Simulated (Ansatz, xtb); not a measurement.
Pulling on the Ge1–H2 bond in GeH2O (SMILES [OH][GeH]) (multiplicity 1 held, fragments rigid). Energies count from the point at 1.623 Å.
Geometry at that point (charge 0, multiplicity 1):
| atom | x (Å) | y (Å) | z (Å) |
|---|---|---|---|
| Ge | -0.2353 | -0.2010 | 0.2473 |
| H | -1.4109 | -0.0317 | -0.8587 |
| O | 1.0252 | 0.6808 | -0.6889 |
| H | 0.7380 | 1.0157 | -1.5451 |

Restricted levels (R-, RO-) in cc, def2 and unpolarised 6-31G sets keep to the state of the molecule at rest. Active spaces are followed from a long bond inwards. Levels need not reach the same state.

Frozen-core correlation. Filled d and f shells under p-block atoms count as core.

Programs: Ansatz (a first-principles code) with Gaussian orbitals; xtb for the GFN methods. Values without a source in brackets are computed. The GFN methods have no spin term and hold the electronic entropy of 300 K.

### Question
Give the energy at R = 5.194 Å at the level GFN2-xTB.

### Answer
358 kJ/mol

### Question
What is the computed energy at R = 5.194 Å (FIC-MRCISD+Q on CASSCF(2,2)/cc-pVTZ)?

### Answer
298 kJ/mol

### Question
Estimate the energy at R = 5.194 Å that R-MP2/cc-pVTZ returns for this input.

### Answer
432 kJ/mol

Doubts at one or more of the structures used: a restricted determinant that unrestricted orbitals would lower (R-MP2/cc-pVTZ).
